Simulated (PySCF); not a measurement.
Species: C₅H₇B.
Bonds: B1–C2, C2–C3 (double), C2–C4, C4–C5 (triple), C5–C6. Hydrogens: H7, H8 on B1; H9, H10 on C3; H11, H12, H13 on C6.

Computed by this run: PBE0-D3(BJ)/def2-SVP geometry optimisation, gas phase (PySCF); density fitting, grid level 1; the optimiser is geomeTRIC in internal coordinates, started from a GFN2-xTB structure with every atom displaced at random (about 0.01 Å).

Step 0: E = -5960.6521 eV
```
atom  x, y, z in Å  |  force x, y, z in eV/Å
B1      2.1048   -0.9481    0.6926   -0.744   1.573  -0.988
C2      1.2262    0.1286   -0.0641    1.455  -0.607   0.361
C3      1.7684    1.1446   -0.7591    1.789  -0.296   0.443
C4     -0.1522    0.0357   -0.0333   -4.513  -0.613   0.221
C5     -1.3865   -0.0753   -0.0016    2.555   0.213  -0.039
C6     -2.8278   -0.1820    0.0536    0.451  -0.231   0.283
H7      1.5779   -1.7956    1.2748   -0.530  -1.054   0.683
H8      3.2650   -0.8324    0.6555    1.104   0.029  -0.024
H9      2.8571    1.2687   -0.7856   -0.026  -0.037  -0.069
H10     1.1939    1.8797   -1.2657   -0.782   0.793  -0.603
H11    -3.2821    0.3213   -0.7865   -0.403   0.411  -0.533
H12    -3.1956    0.2637    0.9811   -0.234   0.116   0.214
H13    -3.1441   -1.2273    0.0252   -0.122  -0.298   0.051
```

Step 1: E = -5960.8319 eV
```
atom  x, y, z in Å  |  force x, y, z in eV/Å
B1      2.0357   -0.8964    0.6581   -0.107   0.058   0.015
C2      1.2208    0.1791   -0.1158   -0.233  -0.045  -0.104
C3      1.8843    1.1646   -0.7673   -0.104   0.202  -0.053
C4     -0.2143    0.1054   -0.1233    0.302  -0.294   0.465
C5     -1.3988   -0.1096    0.0572   -0.063   0.313  -0.469
C6     -2.8444   -0.2328    0.0977   -0.043  -0.006   0.028
H7      1.4707   -1.7847    1.2508    0.059  -0.005  -0.017
H8      3.2411   -0.8185    0.6680    0.041  -0.005  -0.016
H9      2.9744    1.2114   -0.7412    0.064  -0.023  -0.008
H10     1.3556    1.9536   -1.3209    0.094  -0.107   0.040
H11    -3.3076    0.2863   -0.7595    0.042  -0.031   0.080
H12    -3.2520    0.2091    1.0203   -0.034  -0.008   0.014
H13    -3.1602   -1.2859    0.0629   -0.018  -0.049   0.025
```

Step 2: E = -5960.8503 eV
```
atom  x, y, z in Å  |  force x, y, z in eV/Å
B1      2.0505   -0.8884    0.6592    0.021  -0.012  -0.016
C2      1.2104    0.1723   -0.1044   -0.103   0.011  -0.051
C3      1.8791    1.1571   -0.7549   -0.003   0.010  -0.022
C4     -0.2207    0.0939   -0.1036    0.069  -0.232   0.348
C5     -1.4136   -0.0993    0.0459    0.001   0.249  -0.343
C6     -2.8606   -0.2245    0.0897    0.019  -0.056   0.067
H7      1.5382   -1.8012    1.2600   -0.024   0.016  -0.005
H8      3.2552   -0.7832    0.6356    0.016  -0.001   0.011
H9      2.9717    1.1811   -0.7260   -0.011   0.028  -0.017
H10     1.3669    1.9437   -1.3198    0.008  -0.006   0.007
H11    -3.3243    0.2936   -0.7645   -0.005   0.000   0.007
H12    -3.2714    0.2159    1.0124    0.005  -0.004   0.004
H13    -3.1760   -1.2794    0.0572    0.008  -0.002   0.010
```

Step 3: E = -5960.8698 eV
```
atom  x, y, z in Å  |  force x, y, z in eV/Å
B1      2.0782   -0.8958    0.6674    0.103  -0.024  -0.032
C2      1.2115    0.1510   -0.0819    0.212   0.141  -0.040
C3      1.8548    1.1488   -0.7439    0.055  -0.159   0.021
C4     -0.2116    0.0626   -0.0612   -0.175  -0.092   0.090
C5     -1.4168   -0.0784    0.0191   -0.047   0.078  -0.072
C6     -2.8640   -0.2062    0.0727    0.059  -0.091   0.090
H7      1.5836   -1.8155    1.2699   -0.026  -0.015   0.025
H8      3.2838   -0.7781    0.6264   -0.047   0.000   0.016
H9      2.9482    1.1980   -0.7479   -0.049  -0.027   0.039
H10     1.3206    1.9180   -1.3042   -0.091   0.111  -0.046
H11    -3.3360    0.3095   -0.7748   -0.055   0.027  -0.068
H12    -3.2715    0.2318    0.9986    0.037   0.005  -0.007
H13    -3.1755   -1.2639    0.0466    0.025   0.044  -0.015
```

**Question.** Estimate the geometry and energy of step 4. (The exact step hangs on the optimiser's Hessian estimate; all steps are aligned on step 3, rigid shifts and turns removed.)

**Answer.** E = -5960.8732 eV, largest force 0.139 eV/Å
```
atom  x, y, z in Å  |  force x, y, z in eV/Å
B1      2.0925   -0.8992    0.6669    0.024   0.009  -0.009
C2      1.2133    0.1440   -0.0760    0.061   0.057  -0.016
C3      1.8414    1.1445   -0.7457    0.091  -0.091   0.053
C4     -0.2109    0.0501   -0.0462   -0.090  -0.029   0.001
C5     -1.4195   -0.0684    0.0057   -0.026   0.013   0.005
C6     -2.8647   -0.1994    0.0654    0.010  -0.026   0.030
H7      1.6027   -1.8179    1.2766   -0.009  -0.008   0.006
H8      3.2960   -0.7742    0.6241   -0.020  -0.002  -0.003
H9      2.9340    1.1860   -0.7449   -0.004   0.046  -0.030
H10     1.3023    1.9213   -1.2966   -0.031   0.009  -0.003
H11    -3.3482    0.3130   -0.7801   -0.018   0.004  -0.019
H12    -3.2634    0.2393    0.9944    0.010   0.006  -0.003
H13    -3.1704   -1.2577    0.0433    0.004   0.012  -0.011
```

The energy changes by -0.0034 eV. The first-order estimate −F·Δx gives -0.0074 eV and the mean of the old and new forces, exact on a quadratic surface, -0.0034 eV. The step makes an angle of 74° with the force vector and moves no atom by more than 0.020 Å.

What follows is the cost of the whole optimisation. Time: 34 s of wall time; peak memory 0.50 GiB. Hardware: an Arm Neoverse V1 with one thread, shared host with 32 logical CPUs at a one-minute load of 25.
